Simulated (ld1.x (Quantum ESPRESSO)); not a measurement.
**Transferability test, TM potential for Ag**

* Element: silver (Ag)
* Generator: ld1.x (Quantum ESPRESSO) 7.5
* Type: norm-conserving Troullier–Martins (Kleinman–Bylander form)
* Functional: PBE
* Relativity: scalar-relativistic
* Frozen core: [Ar] 3d10
* Valence charge: 19
* Reference configuration: 4s2 4p6 4d9 5s0 5p0 (charge +2)
* Partial waves: 4s (bound): rc 1.50 bohr; 4p (bound): rc 1.40 bohr; 4d (bound): rc 1.55 bohr
* Local potential: the d channel
* Core correction: none

Energies are relative to the spin-unpolarised reference configuration 4s2 4p6 4d9 5s0 5p0; without spin polarisation the order of configurations can differ from experiment.

**Question.** Give the all-electron excitation energy and the error of the potential for: 4s2 4p6 4d10 5s1 5p0; 4s2 4p6 4d10 5s0 5p0; 4s2 4p6 4d8 5s0 5p0; 4s2 4p5 4d10 5s1 5p0; 4s2 4p6 4d10 5s0.5 5p0; 4s1 4p6 4d10 5s1 5p0; 4s2 4p6 4d9 5s1 5p0.

**Answer.**

| valence configuration | charge | ΔE all-electron (eV) | error AE − PS (meV) |
| --- | --- | --- | --- |
| 4s2 4p6 4d10 5s1 5p0 | 0 | -29.871 | +650 |
| 4s2 4p6 4d10 5s0 5p0 | +1 | -22.114 | +1.0 |
| 4s2 4p6 4d8 5s0 5p0 | +3 | 36.193 | -3.0 |
| 4s2 4p5 4d10 5s1 5p0 | +1 | 35.374 | +1137 |
| 4s2 4p6 4d10 5s0.5 5p0 | +0.5 | -26.854 | +378 |
| 4s1 4p6 4d10 5s1 5p0 | +1 | 72.182 | +1049 |
| 4s2 4p6 4d9 5s1 5p0 | +1 | -16.719 | +1073 |

Levels in the configuration 4s2 4p6 4d10 5s1 5p0:

```tsv
level	all-electron (eV)	pseudo (eV)
4s	-95.051	-94.589
4p	-58.567	-58.121
4d	-7.443	-7.071
5s	-4.405	-4.850
```
